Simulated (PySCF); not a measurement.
Sr(F)2 anion (F₂Sr), SMILES [F][Sr][F] (connectivity only; charge and spin as stated), charge -1, multiplicity 2.

Geometry optimised at B3LYP-D3(BJ)/def2-TZVPD. The multiplicity is an assumed one; other spin states were not compared. The isomer is the one that the SMILES or the coordinates give; other isomers of the formula were not compared. The def2 effective core potentials stand for the cores of Sr; spin–orbit coupling is left out.

Two levels are set side by side: PBE/def2-TZVPD (PySCF) and ωB97X/def2-TZVPD (PySCF). Same geometry, gas phase. Differences are taken from unrounded values.

```csv
quantity,ωB97X
α-spin orbital gap (eV),4.60
β-spin orbital gap (eV),12.22
mean polarisability (bohr³),294.4
```

### Question
What does PBE give, and how far is it from ωB97X? (An estimate is asked for; the answer gives what the named calculation found.)

### Answer

| quantity | PBE | PBE minus ωB97X |
|---|---|---|
| α-spin orbital gap (eV) | 1.18 | -3.43 |
| β-spin orbital gap (eV) | 4.47 | -7.75 |
| mean polarisability (bohr³) | 288.3 | -6.2 |

Rough cost on one machine, each run with all the roots and properties that it gave: ωB97X against PBE within a factor of 2.
